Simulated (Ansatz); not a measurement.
A nudged elastic band was laid between two geometries of CH$_{7}$ClOSi$_{2}$ (12 atoms, charge 0, multiplicity 1).

Computed with Ansatz, RKS r2SCANh-D4/STO-3G.

```yaml
movable_images: 7
climbing_image: yes
spring: 5.0 eV/Å²
optimiser: quadratic models (default)
start_path: through a guess of the saddle point
force_threshold: 0.05 eV/Å
iteration_limit: 53
end_points: relaxed
```

First end point:

```xyz
12
Properties=species:S:1:pos:R:3
O -2.718 0.003 0.535
Si -1.282 -0.612 -0.145
C 0.230 0.316 0.519
Si 1.884 -0.063 -0.300
Cl -0.149 2.140 0.315
H -2.644 1.001 0.359
H -1.239 -0.503 -1.590
H -1.199 -1.999 0.245
H 0.310 0.187 1.609
H 2.927 0.738 0.290
H 2.166 -1.463 -0.088
H 1.791 0.200 -1.714
```

Last end point:

```xyz
12
Properties=species:S:1:pos:R:3
O -2.771 0.219 0.219
Si -1.286 -0.446 -0.289
C 0.219 0.468 0.407
Si 1.888 -0.117 -0.251
Cl 0.041 2.290 0.047
H -2.741 0.144 1.232
H -1.280 -0.361 -1.727
H -1.118 -1.826 0.130
H 0.222 0.414 1.506
H 2.953 0.650 0.344
H 2.037 -1.509 0.102
H 1.914 0.019 -1.685
```

(1) What changes between the two ends?

(2) Give the energies along the band, and the barrier.

(3) What is the geometry of the highest image?

(4) What are the harmonic wavenumbers there?

## Answers

(1) No bond is made or broken. The dihedral H6–O1–Si2–H7 goes from -68 to -180°.

(2) The forces met the threshold. The highest image is number 5 of 0 to 8, 0.096 eV above the first end and 0.018 eV above the last; the last end lies 0.078 eV above the first. A vibrational analysis at the climbing image gives one clearly imaginary mode, 190i cm⁻¹: a first-order saddle point. Limits of this set-up: minimal basis.

```json
{"image": "0", "path coordinate (Å)": "0.00", "energy (eV)": "0.000", "dihedral H6–O1–Si2–H7 (°)": "-68"}
{"image": "1", "path coordinate (Å)": "0.28", "energy (eV)": "0.002", "dihedral H6–O1–Si2–H7 (°)": "-71"}
{"image": "2", "path coordinate (Å)": "0.55", "energy (eV)": "0.010", "dihedral H6–O1–Si2–H7 (°)": "-81"}
{"image": "3", "path coordinate (Å)": "0.83", "energy (eV)": "0.042", "dihedral H6–O1–Si2–H7 (°)": "-102"}
{"image": "4", "path coordinate (Å)": "1.10", "energy (eV)": "0.084", "dihedral H6–O1–Si2–H7 (°)": "-127"}
{"image": "5", "path coordinate (Å)": "1.38", "energy (eV)": "0.096", "dihedral H6–O1–Si2–H7 (°)": "-150"}
{"image": "6", "path coordinate (Å)": "1.92", "energy (eV)": "0.089", "dihedral H6–O1–Si2–H7 (°)": "-169"}
{"image": "7", "path coordinate (Å)": "2.46", "energy (eV)": "0.081", "dihedral H6–O1–Si2–H7 (°)": "-176"}
{"image": "8", "path coordinate (Å)": "2.99", "energy (eV)": "0.078", "dihedral H6–O1–Si2–H7 (°)": "-180"}
```

(3) 
```xyz
12
Properties=species:S:1:pos:R:3:forces:R:3
O -2.718 0.291 -0.080 0.01 0.00 0.00
Si -1.281 -0.623 -0.178 -0.01 0.00 0.00
C 0.220 0.305 0.524 0.00 0.00 0.00
Si 1.862 -0.011 -0.347 0.00 0.00 0.00
Cl -0.139 2.139 0.497 0.00 0.00 0.00
H -2.566 0.895 0.722 0.00 0.00 0.00
H -1.074 -0.938 -1.572 0.00 0.00 0.00
H -1.354 -1.867 0.566 0.00 0.00 0.00
H 0.323 0.080 1.596 0.00 0.00 0.00
H 2.925 0.693 0.324 0.00 0.00 0.00
H 2.111 -1.432 -0.296 0.00 0.00 0.00
H 1.767 0.413 -1.721 0.00 0.00 0.00
```

(4) 190i, 19, 142, 151, 186, 252, 309, 544, 641, 689, 779, 844, 873, 895, 928, 1012, 1062, 1121, 1123, 1141, 1278, 1293, 1323, 2633, 2682, 2703, 2736, 2748, 3403, 3810 cm⁻¹.

The run took 8.7 min on 1 thread of Arm Neoverse V1 (shared host), peak memory 0.14 GiB.
